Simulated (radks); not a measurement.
Si II, configuration [Ne] 3s2 3p0.75 4f0.25 (fractional occupations, a model configuration). All-electron calculation, scalar-relativistic Kohn-Sham, Wu-Cohen GGA, spin-polarised, spherical densities, point nucleus; open shells are filled with parallel spins first. Program: a radial shooting solver on a logarithmic mesh with Libxc functionals.

Unscreened Slater integrals over Kohn-Sham orbitals (cm^-1). They are taken over the spin-up orbitals.

F0(4f,4f): 16974
F2(4f,4f): 9738.1
F4(4f,4f): 6598.9
F6(4f,4f): 4921.8
F0(4f,3p): 20919
F2(4f,3p): 1847.2
G2(4f,3p): 272.83
G4(4f,3p): 175.70
F0(4f,3s): 20929
G3(4f,3s): 99.918
F0(4f,2p): 20937
F2(4f,2p): 108.05
G2(4f,2p): 0.34648
G4(4f,2p): 0.22019
F0(3p,3p): 83328
F2(3p,3p): 42578
F0(3p,3s): 89551
G1(3p,3s): 59066
F0(3p,2p): 113180
F2(3p,2p): 17341
G0(3p,2p): 7104.7
G2(3p,2p): 6857.3
F0(3s,3s): 97520
F0(3s,2p): 129410
G1(3s,2p): 9043.3
F0(2p,2p): 376240
F2(2p,2p): 172360

Derived for the open shells (J is the average intra-shell exchange parameter used in DFT+U). 3p: J = F2/5 = 8516 cm^-1. 4f: F4/F2 = 0.678, F6/F2 = 0.505, J = (286 F2 + 195 F4 + 250 F6)/6435 = 824.0 cm^-1.
